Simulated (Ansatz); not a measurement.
A nudged elastic band was laid between two geometries of a periodic cell of 17 atoms, Li$_{16}$F (host Li, host structure bcc, interstitial F).

All numbers below come from DFT PBE, scalar-relativistic, plane waves, PAW (Ansatz). Settings: cutoff 420 eV, k mesh 3x3x3, gaussian smearing 0.15 eV, no spin polarisation.

* movable images: 1
* climbing image: yes
* spring: 5.0 eV/Å²
* optimiser: quadratic models (default)
* start path: default
* force threshold: 0.05 eV/Å
* iteration limit: 50
* end points: relaxed

Initial state:

```xyz
17
Lattice="6.9800 0.0000 0.0000 0.0000 6.9800 0.0000 0.0000 0.0000 6.9800" Properties=species:S:1:pos:R:3
Li 0.003 0.124 -0.168
Li 3.493 0.053 0.101
Li 0.003 3.370 -0.167
Li 0.003 -0.134 3.516
Li 1.718 1.746 1.774
Li 3.493 3.440 0.100
Li 3.491 -0.029 3.462
Li 5.268 1.746 1.774
Li 0.003 3.628 3.515
Li 1.610 5.237 1.721
Li 1.801 1.747 5.137
Li 3.491 3.523 3.461
Li 5.376 5.237 1.721
Li 5.183 1.747 5.137
Li 1.870 5.237 5.405
Li 5.118 5.237 5.404
F 0.001 5.236 2.620
```

Final state:

```xyz
17
Lattice="6.9800 0.0000 0.0000 0.0000 6.9800 0.0000 0.0000 0.0000 6.9800" Properties=species:S:1:pos:R:3
Li -0.004 0.024 0.139
Li 3.488 -0.032 0.032
Li -0.005 3.319 -0.122
Li -0.004 0.024 3.352
Li 1.863 1.913 1.746
Li 3.486 3.585 -0.057
Li 3.489 -0.031 3.459
Li 5.107 1.914 1.746
Li -0.005 3.319 3.613
Li 1.605 5.209 1.746
Li 1.796 1.647 5.236
Li 3.486 3.585 3.548
Li 5.367 5.207 1.746
Li 5.178 1.645 5.236
Li 1.708 5.265 5.235
Li 5.264 5.265 5.235
F -0.003 6.104 1.745
```

Q: What changes between the two ends?

A: Contacts lost: Li9–F17. Contacts made: Li1–F17. The atom that moves furthest is F17, by 1.23 Å.

Q: What energy profile does the band end with?

A: It converged. The highest image is number 1 of 0 to 2, 0.048 eV above the ends, which have the same energy within 2 meV. The order of the stationary point at the top wasn't checked. So few images can step over the top or miss a turn of the path. Limits of this set-up: coarse k mesh, odd electron count without spin.

```tsv
image	path coordinate (Å)	energy (eV)	Li9–F17 (Å)	Li1–F17 (Å)
0	0.00	0.000	1.84	3.36
1	1.17	0.048	2.14	2.14
2	2.33	0.000	3.35	1.84
```

Q: What is the geometry of the highest image?

A: 
```xyz
17
Lattice="6.9800 0.0000 0.0000 0.0000 6.9800 0.0000 0.0000 0.0000 6.9800" Properties=species:S:1:pos:R:3
Li 0.000 -0.162 0.319
Li 3.490 0.169 -0.003
Li 0.000 3.430 -0.060
Li -0.001 -0.176 3.315
Li 1.794 1.843 1.821
Li 3.489 3.402 -0.087
Li 3.490 0.043 3.534
Li 5.185 1.843 1.821
Li -0.001 3.809 3.328
Li 1.878 5.224 1.735
Li 1.549 1.666 5.157
Li 3.489 3.486 3.660
Li 5.101 5.224 1.735
Li 5.430 1.666 5.157
Li 1.794 5.310 5.333
Li 5.185 5.311 5.333
F -0.001 5.463 1.972
```

The band took 7 iterations and about 3 core-minutes.

Time of the run: 91 s on 2 threads of Arm Neoverse V1, with other jobs on the host, peak memory 0.71 GiB.
